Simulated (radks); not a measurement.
Q: All-electron atom: Ta XVI in [Xe] 4f1 5d1 6s2 (not the ground configuration). Method: scalar-relativistic Kohn-Sham, PBE, spin-polarised, spherical densities, point nucleus; open shells are filled with parallel spins first (spin-orbit coupling, left out, can overturn this in heavy ions); computed with a radial shooting solver on a logarithmic mesh with Libxc functionals. Some entries of the table are withheld. Estimate them.

| orbital | occ. | eigenvalue (Ry) | r(max) (bohr) |
|---|---|---|---|
| 1s up | 1 | -4987.321 | 0.01167 |
| 1s down | 1 | -4987.321 | 0.01167 |
| 2s up | 1 | -887.6676 | 0.06687 |
| 2s down | 1 | -887.6486 | 0.06687 |
| 2p up | 3 | -782.2101 | 0.05480 |
| 2p down | 3 | -782.1948 | 0.05480 |
| 3s up | 1 | -233.2573 | 0.1888 |
| 3s down | 1 | -233.1743 | 0.1887 |
| 3p up | 3 | -201.9019 | 0.1867 |
| 3p down | 3 | -201.8179 | 0.1867 |
| 3d up | 5 | -165.3452 | 0.1523 |
| 3d down | 5 | -165.2749 | 0.1523 |
| 4s up | 1 | -74.57820 | 0.4202 |
| 4s down | 1 | -74.44175 | 0.4203 |
| 4p up | 3 | -63.73427 | 0.4369 |
| 4p down | 3 | -63.60373 | 0.4370 |
| 4d up | 5 | -50.06452 | 0.4400 |
| 4d down | 5 | -49.93353 | 0.4402 |
| 4f up | 1 | -35.23262 | 0.3876 |
| 4f down | 0 | -35.08923 | 0.3879 |
| 5s up | 1 | -30.09422 | 0.8454 |
| 5s down | 1 | -29.96804 | 0.8452 |
| 5p up | 3 | -26.21187 | 0.9028 |
| 5p down | 3 | -26.08587 | 0.9027 |
| 5d up | 1 | -21.14557 | 0.9810 |
| 5d down | 0 | -21.02427 | 0.9815 |
| 5f up | 0 | (1) | 1.085 |
| 5f down | 0 | (2) | 1.088 |
| 6s up | 1 | -15.73930 | 1.540 |
| 6s down | 1 | -15.68499 | 1.543 |
| 6p up | 0 | -14.11285 | 1.656 |
| 6p down | 0 | -14.06749 | 1.660 |
| 7s up | 0 | -9.73869 | 2.506 |
| 7s down | 0 | -9.71679 | 2.512 |

A: 
(1) 5f up eigenvalue (Ry): -15.86193
(2) 5f down eigenvalue (Ry): -15.75371
